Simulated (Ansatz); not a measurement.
The lowest singlet and triplet of OS (SMILES O=S); geometries from B3LYP-D3(BJ)/def2-TZVP, each state relaxed from the structure named, with no frequency check, low spin by broken symmetry.
Singlet at the triplet's geometry (charge 0, multiplicity 1):
```xyz
2

O      0.0000     0.0000    -0.9933
S      0.0000     0.0000     0.4966
```

A positive gap puts the triplet lower; no zero-point energy. R- takes a restricted singlet, here one determinant of a half-filled degenerate or near-degenerate pair, which mixes singlet states. U- takes an unrestricted singlet (broken symmetry where lower, unprojected). The triplet is unrestricted in single-reference levels. Active spaces average the two states.

Cores are frozen in the correlated methods.

Codes used: Ansatz (an electronic-structure program) with Gaussian orbitals. Values without a source in brackets are computed.

| level | gap E(singlet) − E(triplet), vertical, at the triplet's geometry (kcal/mol) |
|---|---|
| R-HF/cc-pV(Q+d)Z | 42.45 |
| R-PBE/def2-TZVPP | 28.72 |
| U-PBE/def2-TZVPP (spin-contaminated) | 6.38 |
| R-PBE0/def2-TZVPP | 31.19 |
| R-MP2/cc-pV(D+d)Z | 25.62 |
| R-SCS-MP2/cc-pV(T+d)Z | (withheld) |
| SA-CASSCF(12,8)/cc-pV(D+d)Z | (withheld) |
| FIC-NEVPT4(SD) on SA-CASSCF(12,8)/cc-pV(Q+d)Z | 17.23 |
| FIC-MRCISD+Q on SA-CASSCF(12,8)/cc-pV(Q+d)Z | 17.04 |

Problem. Some entries are withheld; supply them.

Solution. 
- R-SCS-MP2/cc-pV(T+d)Z, gap E(singlet) − E(triplet), vertical, at the triplet's geometry (kcal/mol): 18.91
- SA-CASSCF(12,8)/cc-pV(D+d)Z, gap E(singlet) − E(triplet), vertical, at the triplet's geometry (kcal/mol): 17.60

Doubts at one or more of the structures used: a restricted determinant that unrestricted orbitals would lower (R-HF/cc-pV(Q+d)Z, R-PBE/def2-TZVPP, R-PBE0/def2-TZVPP, R-MP2/cc-pV(D+d)Z, R-SCS-MP2/cc-pV(T+d)Z).
